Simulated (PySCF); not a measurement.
# Technetium: a sound run and one with changed settings

Sound run: Tc [Kr] 4d5 5s2, Tc⁺ [Kr] 4d5 5s1. Computed with PySCF 2.14 in x2c-SVPall, with scalar relativity by spin-free X2C-1e. In the sound run the correlated levels freeze [Kr]. The sound run starts from symmetry-adapted Hartree-Fock orbitals and uses a fine grid where one is needed.

Changed run: initial guess atom, at most 50 SCF cycles.

```tsv
species	method	sound run (hartree)	changed run (hartree)	converged
Tc	UHF	-4282.64799	-4282.62248	yes
Tc	B3LYP	-4284.92989	-4284.92890	yes
Tc	M06-2X	-4285.19026	-4285.17411	no
Tc⁺	UHF	-4282.44337	-4282.44337	yes
Tc⁺	B3LYP	-4284.66061	-4284.66061	yes
Tc⁺	M06-2X	-4284.90252	-4284.90252	yes
Tc⁺	MP2	-4282.50275	-4282.50275	yes
```

The plain start fixes occupations by D2h representation alone, and Tc at UHF, Tc at B3LYP landed in another state (other ⟨L²⟩ or ⟨S²⟩).
